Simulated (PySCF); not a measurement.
Ga(Br)(NH2)2, SMILES [NH2][Ga]([Br])[NH2] (H4BrGaN2) at its B3LYP/def2-SVP optimised geometry (Å):

```
8

Ga    -0.1685    -0.1897     0.0000
Br    -1.2431    -2.2313     0.1659
N     -1.1967     1.3033     0.0000
H     -2.2060     1.2532    -0.0803
H     -0.8413     2.2313    -0.2009
N      1.6444    -0.1897     0.0000
H      2.2060     0.6293    -0.2048
H      2.1752    -1.0491    -0.0844
```

Computed with B3LYP/def2-TZVP (PySCF 2.14.0). Cells within 0.4 Å of a nucleus heavier than hydrogen are left out (blank, or x).

Map of the electrostatic potential (hartree/e), clipped to [-0.08, 0.12] on the plane z = 0.0 Å:

```
|1222222222222222222222222222222|
|2222222222223333222222222222222|
|2222222222333333332222222222222|
|2222222223344443333222222222222|
|2222222233456654433332222222222|
|2222222334589975433333322222222|
|2222233334899997543333333322222|
|2222334446999998543333333332222|
|2223346789999997544344444333222|
|2233479999999997544444555433322|
|2234599999xxx997655456886543322|
|2234599999xxx999986579999743322|
|2233589999999999999899999853322|
|2223469999999999999999999853322|
|1222345568999999999999999743322|
|11222233469999xx9999xx999533222|
|11111222369999xx9999xx999533222|
|1111111236999999999999999643222|
|1110000137999999999999999843222|
|1000000269999999999999999853322|
|0000001499999999986589999743322|
|0000001899999999644458998543222|
|0000002999xx9999422334555433222|
|0000003999xx9999211223333332222|
|0000002999999995101122222222222|
|0000002599999992000111222222222|
|0000001379999830000011122222221|
|0000000134664200000011111111111|
|0000000111221000000011111111111|
|0000000001100000000011111111111|
|0000000000000000000011111111111|
```
Scale: ten equal steps from -0.023 (start of '0') to 0.120 (end of '9'), in the order '0123456789'; x runs from -4.50 to 4.50, y from -4.50 (bottom) to 4.50 (top).
